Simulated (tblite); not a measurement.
Compound: C₃H₆F₂Si.
Numbering: `[F:1][CH2:2][C@@H:3]1[CH2:4][Si@H:5]1[F:6]` (hydrogens: H7, H8 on C2; H9 on C3; H10, H11 on C4; H12 on Si5)

Structure optimised with GFN2-xTB, isolated species.

Question: Give the optimised bond lengths and angles.

Answer: 
```
   bond  length (bohr)   order
  F1–C2          2.609  single
  C2–C3          2.843  single
  C3–C4          2.942  single
 C4–Si5          3.536  single
 Si5–F6          3.053  single
 C3–Si5          3.558  single
  C2–H7          2.074  single
  C2–H8          2.070  single
  C3–H9          2.049  single
 C4–H10          2.043  single
 C4–H11          2.044  single
Si5–H12          2.708  single
```

Orders are formal, as drawn. A selection of angles:
```
     angle  degrees
  F1–C2–C3    110.7
  F1–C2–H7    106.0
  F1–C2–H8    106.4
  C3–C2–H7    112.1
  C3–C2–H8    111.8
  H7–C2–H8    109.6
  C2–C3–C4    115.7
 C2–C3–Si5    121.3
  C2–C3–H9    111.0
 C4–C3–Si5     65.1
  C4–C3–H9    115.1
 Si5–C3–H9    120.9
 C3–C4–Si5     65.9
 C3–C4–H10    114.6
 C3–C4–H11    115.9
Si5–C4–H10    120.2
Si5–C4–H11    121.1
H10–C4–H11    111.4
 C4–Si5–F6    116.1
C4–Si5–H12    129.3
F6–Si5–H12    108.6
 C3–Si5–C4     49.0
 C3–Si5–F6    115.0
C3–Si5–H12    127.6
```

Dihedral angles: F1–C2–C3–C4 61° (synclinal); C2–C3–C4–Si5 -114° (anticlinal); C3–C4–Si5–F6 -101° (anticlinal); C2–C3–Si5–C4 106° (anticlinal).

Si5 (fluorine-bound silicon) has angles from 49.0° to 129.3°. The C–C distances run from 1.505 Å (C2–C3, drawn single) to 1.557 Å (C3–C4, drawn single), a spread of 0.052 Å. The 3-membered ring C3–C4–Si5 has internal angles of 49.0° to 65.9°. Of the pairs four or more bonds apart, F1···H10 is among the closest relative to their van der Waals radii: 2.78 Å, 104 % of the sum of Bondi's values.

Point group: C1 (no symmetry element, even within 0.4 Å). Its GFN2-xTB frequencies are all real (lowest 78 cm⁻¹). One conformer, not necessarily the lowest.

All values are computed, not measured.
